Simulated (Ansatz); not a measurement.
Frontier orbitals of C$_{2}$H$_{6}$F$_{2}$O$_{2}$Si, SMILES `CO[Si](F)(F)OC`.

Charge 0, multiplicity 1. The structure was optimised at the PBE0-D4/def2-TZVP level. It is one conformer, not always the lowest. Basis def2-TZVPP, the Gaussian-basis code of Ansatz.

```json
{"functional": "BHLYP", "HOMO (eV)": "-10.47", "LUMO (eV)": "1.69"}
```

Q: Give HOMO and LUMO (eV) with LDA (SPW92), PBE, revPBE, BLYP, r2SCAN, B97M-V, PBE0, B3LYP, r2SCANh, r2SCAN0, HSE06 (plane-wave form), CAM-B3LYP, LC-ωPBE, ωB97X-V, ωB97M-V. (An estimate is asked.)

A: Ansatz gave: 
```tsv
functional	HOMO	LUMO
LDA (SPW92)	-7.37	-0.30
PBE	-7.22	0.01
revPBE	-7.16	0.17
BLYP	-7.13	0.05
r2SCAN	-7.58	0.59
B97M-V	-7.70	0.27
PBE0	-8.88	0.97
B3LYP	-8.62	0.62
r2SCANh	-8.20	0.90
r2SCAN0	-9.13	1.34
HSE06 (plane-wave form)	-8.47	0.59
CAM-B3LYP	-10.36	1.80
LC-ωPBE	-11.72	3.20
ωB97X-V	-11.38	2.95
ωB97M-V	-11.30	2.55
```

B3LYP here is the variant with VWN-RPA as its local correlation; programs differ in this. LC-ωPBE has ω = 0.4 bohr⁻¹. Positive LUMOs are unbound and depend on the basis.
